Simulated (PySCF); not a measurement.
**P: excitation energy**

P [Ne] 3s2 3p3 (4S) → P [Ne] 3s1 3p4 (4P), as a difference of total energies. Calculation: PySCF 2.14, in x2c-TZVPPall with one added diffuse shell each of s, p, d type (6s6p4d1f, 51 functions); scalar relativity by spin-free X2C-1e. Correlated levels: valence: [Ne] frozen; valence and next inner shell: 1s2 frozen. The calculations carry no spin-orbit coupling.

```
                                method  excitation energy (eV)  error (eV)
                                   UHF                   7.980      +0.585
                                   LDA                   8.085      +0.690
                                   PBE                   7.989      +0.594
                                  PBE0                   8.085      +0.690
                                r2SCAN                   7.672      +0.277
                                  BP86                   7.870      +0.475
                                  TPSS                   7.933      +0.538
                                  BLYP                   8.008      +0.613
                               wB97M-V                   8.408      +1.013
                         MP2 (valence)                   8.100      +0.705
                     SCS-MP2 (valence)                   8.128      +0.733
    MP2 (valence and next inner shell)                   8.202      +0.807
SCS-MP2 (valence and next inner shell)                   8.207      +0.812
```

Reference: 7.395 eV (measured; NIST levels, between the centres of gravity of the two terms).

Errors of the correlated levels include the incompleteness of this basis and the frozen core.
